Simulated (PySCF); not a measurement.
C₄H₄ClF, SMILES C=C(Cl)/C=C\F. Coordinates come from a PBE-D3(BJ)/def2-SVP optimisation. The structure was generated by enumeration; whether it is a known compound was not checked. One conformer was computed; it need not be the lowest.

Give the equilibrium geometry at PBE-D3(BJ)/def2-SVP (PySCF confirms it by a frequency run) as Cartesian coordinates in Å, and its point group. (Estimate from the structure and the level; the computed values follow.)

Several could match; the one computed here: point group Cs.
```xyz
10

C      1.0927     2.0073     0.0000
C      0.4626     0.8081     0.0000
Cl    -1.2909     0.7726     0.0000
C      1.1739    -0.4634     0.0000
C      0.7162    -1.7353     0.0000
F     -0.5684    -2.0946     0.0000
H      0.5287     2.9494     0.0000
H      2.1920     2.0477     0.0000
H      2.2720    -0.3758     0.0000
H      1.3963    -2.6038     0.0000
```
